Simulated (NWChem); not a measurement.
System: GeCl4; SMILES [Cl][Ge]([Cl])([Cl])[Cl]

Computed with NWChem. Pople sets run with spherical d functions. The geometry was optimised at B3LYP/6-31G* (spherical d).

Problem. Order these by “highest occupied level (eV)”, lowest first: Hartree-Fock/6-311G**; Hartree-Fock/3-21G; Hartree-Fock/STO-3G.

Solution. Hartree-Fock/3-21G (-13.71), Hartree-Fock/6-311G** (-13.19), Hartree-Fock/STO-3G (-11.84)
